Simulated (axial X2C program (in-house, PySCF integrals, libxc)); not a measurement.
## Ionising LiV

All values come from calculations with an in-house relativistic program for diatomic molecules, spin-free (one-electron X2C) or two-component (2c: spin–orbit coupling with atomic mean-field Coulomb and Gaunt terms, which also bring small scalar terms), in Dyall basis sets with cores contracted in-house; open shells are unrestricted.

Basis sets: Li dyall-cv3z, V dyall-cv3z.

```
Hamiltonian  level       LiV state  Re (Å)  ωe (cm⁻¹)  De (eV)
  spin-free     HF  M_S = 2, Λ = 2   3.020      165.2    -0.23
  spin-free   PBE0  M_S = 2, Λ = 2   2.657      284.7      n/a
         2c     HF           Ω = 4   3.022      164.8      n/a
         2c   PBE0           Ω = 4   2.658      284.6      n/a
```

Adiabatic ionisation energy (minimum to minimum, no zero-point term) and constants of LiV⁺:

```json
{"Hamiltonian": "spin-free", "level": "HF", "LiV⁺ state": "M_S = 5/2, Λ = 2", "IE (eV)": "4.35", "Re (Å)": "3.002", "ωe (cm⁻¹)": "216.5", "De (eV)": "n/a", "fragments": "V + Li+"}
{"Hamiltonian": "spin-free", "level": "PBE0", "LiV⁺ state": "M_S = 5/2, Λ = 2", "IE (eV)": "5.39", "Re (Å)": "2.867", "ωe (cm⁻¹)": "224.7", "De (eV)": "n/a", "fragments": "V + Li+"}
{"Hamiltonian": "2c", "level": "HF", "LiV⁺ state": "Ω = 1/2", "IE (eV)": "4.32", "Re (Å)": "3.002", "ωe (cm⁻¹)": "216.4", "De (eV)": "n/a", "fragments": "V + Li+"}
{"Hamiltonian": "2c", "level": "PBE0", "LiV⁺ state": "Ω = 1/2", "IE (eV)": "5.36", "Re (Å)": "2.867", "ωe (cm⁻¹)": "224.7", "De (eV)": "n/a", "fragments": "V + Li+"}
```

**Question.** Add the zero-point terms to the ionisation energy at PBE0, 2c, and say whether the electron removed was bonding.

**Answer.** IE0 = IE + (ωe⁺ − ωe)/2 = 5.36 + (-0.004) = 5.36 eV. Re changes by 0.209 Å, but the two determinants differ by more than one electron in one block, so no single orbital tells the change.

Each entry is the lowest single determinant of a limited PBE0 search at one distance. De goes to single-determinant-based atoms at the same level (for ions the charge split of lowest energy) and is withheld (n/a) where an atom does not fit its ground term or J level. Main or longest-lived isotopes. One determinant is a doubtful description, or other states lie close, for LiV, LiV⁺; these need not be ground states, and all values refer to the states named. Some open-shell Ω = 0 determinants are out of reach, so the Ω given for LiV need not be the lowest component. With several unpaired electrons the Ω given is that of one determinant, not necessarily of the lowest component. The functionals have no current term, which raises determinants with orbital currents.
